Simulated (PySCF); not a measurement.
Si²⁺ (silicon, charge +2): Hartree-Fock from Schrödinger to Dirac-Coulomb-Breit

Occupied: 1s1/2, 2s1/2, 2p1/2, 2p3/2, 3s1/2. Hartree-Fock calculated with PySCF 2.14 in an uncontracted even-tempered set (23 s from 0.02 bohr⁻², ratio 2.3; 16 p from 0.024 bohr⁻², ratio 2.3), Gaussian nucleus throughout. NR is non-relativistic, sf-X2C the spin-free one-electron X2C Hamiltonian, X2C adds the bare one-electron spin-orbit term, X2C-SNSO screens it by Boettger's factors, DC is four-component Dirac-Coulomb, and the Gaunt and Breit terms are added at first order (total energies over the DC spinors, levels after relaxing the spinors in that mean field). QED terms are absent. Levels marked empty are virtual spinors of this ion; the basis has s and p functions only, so 3d, which can lie below the n = 4 levels, is absent.

```tsv
Hamiltonian	E (hartree)	E − E(DC) (hartree)	CPU seconds
NR	-287.9956	0.6277	0.73
sf-X2C	-288.6011	0.0222	0.4
X2C	-288.6014	0.0218	0.63
X2C-SNSO	-288.6013	0.0219	0.52
DC	-288.6233	0.0000	15
DC+Gaunt	-288.5646	0.0586	30
DC+Breit	-288.5685	0.0547	110
```

Task: Give the 3p spin-orbit interval with each Hamiltonian that has one.

Result: X2C 0.04430; X2C-SNSO 0.03796; DC 0.03671; DC+Gaunt 0.03469; DC+Breit 0.03469 (eV).

```json
{"level (eV)": "1s1/2", "NR": "-1894.5", "sf-X2C": "-1899.0", "X2C": "-1899.0", "X2C-SNSO": "-1899.0", "DC": "-1899.4", "DC+Gaunt": "-1898.5", "DC+Breit": "-1898.5"}
{"level (eV)": "2s1/2", "NR": "-189.02", "sf-X2C": "-189.73", "X2C": "-189.72", "X2C-SNSO": "-189.72", "DC": "-189.75", "DC+Gaunt": "-189.71", "DC+Breit": "-189.71"}
{"level (eV)": "2p1/2", "NR": "-137.16", "sf-X2C": "-137.12", "X2C": "-137.66", "X2C-SNSO": "-137.58", "DC": "-137.58", "DC+Gaunt": "-137.50", "DC+Breit": "-137.51"}
{"level (eV)": "2p3/2", "NR": "-137.16", "sf-X2C": "-137.12", "X2C": "-136.85", "X2C-SNSO": "-136.88", "DC": "-136.89", "DC+Gaunt": "-136.85", "DC+Breit": "-136.86"}
{"level (eV)": "3s1/2", "NR": "-32.163", "sf-X2C": "-32.228", "X2C": "-32.228", "X2C-SNSO": "-32.228", "DC": "-32.230", "DC+Gaunt": "-32.226", "DC+Breit": "-32.226"}
{"level (eV)": "3p1/2 (empty)", "NR": "-15.490", "sf-X2C": "-15.480", "X2C": "-15.509", "X2C-SNSO": "-15.505", "DC": "-15.504", "DC+Gaunt": "-15.500", "DC+Breit": "-15.501"}
{"level (eV)": "3p3/2 (empty)", "NR": "-15.490", "sf-X2C": "-15.480", "X2C": "-15.465", "X2C-SNSO": "-15.467", "DC": "-15.468", "DC+Gaunt": "-15.466", "DC+Breit": "-15.466"}
{"level (eV)": "4s1/2 (empty)", "NR": "-7.853", "sf-X2C": "-7.863", "X2C": "-7.863", "X2C-SNSO": "-7.863", "DC": "-7.863", "DC+Gaunt": "-7.863", "DC+Breit": "-7.863"}
```

Weight of the small component: 1s1/2 0.00246, 2s1/2 0.000356, 2p1/2 0.000327, 2p3/2 0.000325, 3s1/2 4.71e-05, 3p1/2 3.03e-05, 3p3/2 3.03e-05, 4s1/2 9.27e-06.

Koopmans' value for the highest occupied level at DC+Breit: 32.226 eV, against an ionisation energy of 33.493 eV (measured; NIST Atomic Spectra Database, ionization energies); the former lacks relaxation, correlation, QED and recoil.

Measured binding energies of an electron added to this ion (NIST): 3p1/2 16.346 eV, 3p3/2 16.310 eV, 4s1/2 8.225 eV; the virtual levels lack core polarisation.

The whole ladder took 160 s of wall time on 1 thread of Neoverse-V1 (shared host), launched as `OMP_NUM_THREADS=1 python relrun2.py TASK.json OUT` (a driver that calls PySCF for each Hamiltonian).
